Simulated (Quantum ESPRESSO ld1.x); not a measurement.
Radial electron density D(r) = 4 pi r^2 rho(r) of an atom or ion with 38 electrons. Calculated with ld1.x of Quantum ESPRESSO 7.5: scalar-relativistic Kohn-Sham, LDA (Slater exchange, VWN5 correlation), spin-polarised, spherical densities, point nucleus.

| r (bohr) | D(r) (e/bohr) | spin D(r) |
|---|---|---|
| 0.004513 | 9.399 | -0.000160 |
| 0.006019 | 14.46 | -0.000246 |
| 0.007964 | 21.15 | -0.000359 |
| 0.01062 | 29.69 | -0.000506 |
| 0.01405 | 38.67 | -0.000671 |
| 0.01874 | 46.52 | -0.000854 |
| 0.025 | 50.22 | -0.00107 |
| 0.03308 | 48.45 | -0.00141 |
| 0.04412 | 43.70 | -0.00193 |
| 0.05837 | 42.86 | -0.00194 |
| 0.07786 | 50.63 | 0.00211 |
| 0.1038 | 60.49 | 0.0196 |
| 0.1374 | 58.34 | 0.0622 |
| 0.1833 | 43.95 | 0.134 |
| 0.2425 | 37.25 | 0.198 |
| 0.3234 | 44.05 | 0.192 |
| 0.4313 | 42.35 | 0.0871 |
| 0.5707 | 25.31 | -0.00454 |
| 0.7612 | 11.71 | 0.126 |
| 1.007 | 9.425 | 0.557 |
| 1.343 | 8.065 | 1.02 |
| 1.777 | 4.339 | 1.08 |
| 2.371 | 1.456 | 0.711 |
| 3.162 | 0.3610 | 0.285 |
| 4.183 | 0.06765 | 0.0644 |
| 5.58 | 0.006238 | 0.00620 |
| 7.383 | 0.0002258 | 0.000226 |

What is the nuclear charge?

Answer. Z = 40. The innermost maximum, from 1s, lies near gamma/Z bohr with gamma = sqrt(1 - (Z/c)^2) = 0.956, here 0.0239 bohr (found: 0.0260), and its height grows with Z. The density is that of the zirconium ion Zr2+ in [Kr] 4d2; the configuration itself is not fixed sharply by these data, and Z only to a few units. D(r) has 3 maxima, at r = 0.0260, 0.115, 0.368 bohr, and minima at 0.0526, 0.235 bohr, inside which lie 2.03, 11.05 electrons.
